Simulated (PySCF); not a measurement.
**UHF on Sb(2+) (antimony, charge +2)**

Configuration: [Kr] 4d10 5s2 5p1, 2P determinant. Computed with PySCF 2.14 in cc-pVTZ-PP with ECP28MDF, with scalar relativity through the core potential.

- Total energy: -238.373719 hartree
- One-electron energy: -404.4453 hartree
- Hartree (Coulomb) energy: 184.0223 hartree
- Exchange energy: -17.9507 hartree
- ⟨S²⟩: 0.7589
- ⟨L²⟩: 2.027
- Sum of ⟨r⟩: 23.91 bohr
- Sum of ⟨r²⟩: 36.15 bohr²
- Traceless quadrupole moment −½Σ⟨3z² − r²⟩ along its main axis: -3.00 e·bohr²
- Time after the integrals: 0.15 s of wall time on 1 thread of Neoverse-V1 (shared host)

```
shell  electrons  mean orbital energy (hartree)  spread (hartree)  rms radius, mean of both spins (bohr)
 4s α          1                       -7.20689                 0                                  0.849
 4s β          1                       -7.20061                 0                                  0.849
 4p α          3                       -5.27256           0.00606                                  0.917
 4p β          3                       -5.26626           0.02506                                  0.917
 4d α          5                       -2.29923           0.01655                                   1.10
 4d β          5                       -2.29354           0.02755                                   1.10
 5s α          1                       -1.25199                 0                                   2.27
 5s β          1                       -1.16519                 0                                   2.27
 5p α          1                       -0.89722                 0                                   2.70
```

Energies and moments cover only the electrons outside the core potential.
